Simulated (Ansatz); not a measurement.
Geometry optimisation, RKS B3LYP-D4/def2-SVP (Ansatz).

Input:

```yaml
crystal:
  periodic: [false, false, false]
  atoms:
    - { symbol: Al, position_ang: [0.0, 0.0, 0.0] }
    - { symbol: O, position_ang: [0.0, 0.0, 1.78] }
    - { symbol: Si, position_ang: [-1.3147, -0.4067, 2.7436] }
    - { symbol: H, position_ang: [-2.239, -1.2403, 1.9804] }
    - { symbol: H, position_ang: [-0.8506, -1.1432, 3.9157] }
    - { symbol: H, position_ang: [-1.9987, 0.8095, 3.1733] }
    - { symbol: "N", position_ang: [1.6627, 0.0, -0.96] }
    - { symbol: H, position_ang: [2.1293, -0.9179, -1.2118] }
    - { symbol: H, position_ang: [2.1141, 0.9179, -1.2382] }
    - { symbol: O, position_ang: [-1.5415, 0.0, -0.89] }
    - { symbol: H, position_ang: [-2.0512, -0.8467, -0.6815] }
basis:
  gaussian: { orbitals: def2-SVP }
hamiltonian:
  xc: b3lyp
  dispersion: d4
relax:
  f_tol: 0.02
  max_steps: 40
```

Command:

```bash
$ ansatz run input.yaml --threads 4 --pin off --max-ram 5120MiB --backend cpu --events-out ev --progress --plain --runs-dir out
```

Q: Where does it end, and by what steps?

A: The run converged. The force dipped under the threshold on the way, but the program's further checks kept it going. After 21 steps the energy has fallen by 1.186 eV; H9 moved furthest, 1.38 Å.

| step | energy less start (eV) | largest force component (eV/Å) | accepted |
| --- | --- | --- | --- |
| 0 | 0.0000 | 1.973 | yes |
| 1 | -0.4921 | 1.726 | yes |
| 2 | -0.6183 | 1.820 | yes |
| 3 | -0.7810 | 0.839 | yes |
| 4 | -0.8638 | 0.298 | yes |
| 5 | -0.9098 | 0.976 | yes |
| 6 | -1.0216 | 0.451 | yes |
| 7 | -1.1023 | 0.302 | yes |
| 8 | -1.1482 | 0.299 | yes |
| 9 | -1.1715 | 0.044 | yes |
| 10 | -1.1776 | 0.088 | yes |
| 11 | -1.1741 | 0.350 | no |
| 12 | -1.1813 | 0.011 | yes |
| 13 | -1.1827 | 0.104 | yes |
| 14 | -1.1819 | 0.263 | no |
| 15 | -1.1841 | 0.063 | yes |
| 16 | -1.1849 | 0.016 | yes |
| 17 | -1.1854 | 0.018 | yes |
| 18 | -1.1857 | 0.063 | yes |
| 19 | -1.1857 | 0.036 | yes |
| 20 | -1.1857 | 0.009 | no |
| 21 | -1.1858 | 0.001 | yes |

```xyz
11
Properties=species:S:1:pos:R:3
Al -0.171 -0.311 -0.299
O -0.741 -0.302 1.302
Si -1.251 -0.287 2.865
H -2.599 -0.921 2.984
H -0.301 -1.043 3.736
H -1.345 1.114 3.374
N 1.500 0.117 -0.653
H 1.899 0.130 -1.585
H 2.195 0.383 0.035
O -1.176 -0.727 -1.605
H -2.100 -0.980 -1.544
```

Time of the run: 33 s on 4 threads of Arm Neoverse V1, on a shared host, peak memory 0.24 GiB.
